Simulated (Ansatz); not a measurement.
Basis-set extrapolation for AlBH8Si2 (`[SiH3][BH][AlH][SiH3]`) (PBE0-D4/def2-TZVP geometry, frozen core, Ansatz 0.2.0). Multiplicity 1, RHF reference.

```
                      def2-TZVPP   def2-QZVPP
                 HF  -849.096836  -849.122783
    MP2 correlation    -0.428642    -0.458666
CCSD(T) correlation    -0.524725      not run
```

Energies in hartree. Use E(X) = E(∞) + A·exp(−7.88·√X) for Hartree–Fock and E(X) = E(∞) + B·X^(−2.97) for correlation, with X = 3 and 4, and add CCSD(T) minus MP2 of the smaller set to the MP2 limit.

What is the CCSD(T) energy at the basis-set limit?

HF limit: -849.122783 + (-0.025947) × 0.13774 = -849.12636. MP2 limit: -0.458666 + (-0.030024) × 0.74074 = -0.48091. Higher-order term: -0.524725 − (-0.428642) = -0.09608. Total: -849.70335 hartree, 2.23 eV below CCSD(T)/def2-TZVPP.
